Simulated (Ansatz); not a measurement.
Reactions of CH2ClNOSi (`O=C=N[SiH2]Cl`).

Computed with Ansatz on PBE0-D4/def2-TZVP structures; ΔE is electronic, products minus reactants. CCSD(T)/CBS is the MP2 limit (def2-TZVPP, def2-QZVPP) plus CCSD(T) − MP2 in def2-TZVPP, frozen cores. This one scheme is used for every species, atoms too. Functionals use def2-TZVPP. Open shells (•) are unrestricted, without spin–orbit coupling. Spin–orbit coupling would lower the free atoms: a little for Cl. One conformer a species, not always the lowest.

```json
{"reaction": "`O=C=N[SiH2]Cl` → H• + `O=C=N[SiH]Cl`•", "B2PLYP (kJ/mol)": "398"}
{"reaction": "`O=C=N[SiH2]Cl` + `[SiH3]S` → `[SiH3]S[SiH2]Cl` + `N=C=O`", "B2PLYP (kJ/mol)": "33"}
{"reaction": "`O=C=N[SiH2]Cl` + `O[SiH2]S` → `O[SiH2]S[SiH2]Cl` + `N=C=O`", "B2PLYP (kJ/mol)": "34"}
{"reaction": "`O=C=N[SiH2]Cl` + `C[SiH2]O` → `C[SiH2]O[SiH2]Cl` + `N=C=O`", "B2PLYP (kJ/mol)": "-28"}
{"reaction": "`O=C=N[SiH2]Cl` + `[OH]`• → `O=C=N[SiH]Cl`• + H₂O", "B2PLYP (kJ/mol)": "-116"}
{"reaction": "`O=C=N[SiH2]Cl` + Cl• → `O=C=N[SiH]Cl`• + HCl", "B2PLYP (kJ/mol)": "-40"}
{"reaction": "`O=C=N[SiH2]Cl` + H• → `O=C=N[SiH]Cl`• + H₂", "B2PLYP (kJ/mol)": "-55"}
{"reaction": "`O=C=N[SiH2]Cl` + CH₃NH₂ → `CN[SiH2]Cl` + `N=C=O`", "B2PLYP (kJ/mol)": "29"}
{"reaction": "`O=C=N[SiH2]Cl` + `CN[SiH3]` → `CN([SiH3])[SiH2]Cl` + `N=C=O`", "B2PLYP (kJ/mol)": "26"}
```

Give the CCSD(T)/CBS values in the same order. (Best estimate.)

Computed: 412, 25, 25, -31, -118, -39, -49, 26, 18 kJ/mol.

Largest T1 diagnostic: 0.018, for `N=C=O`.
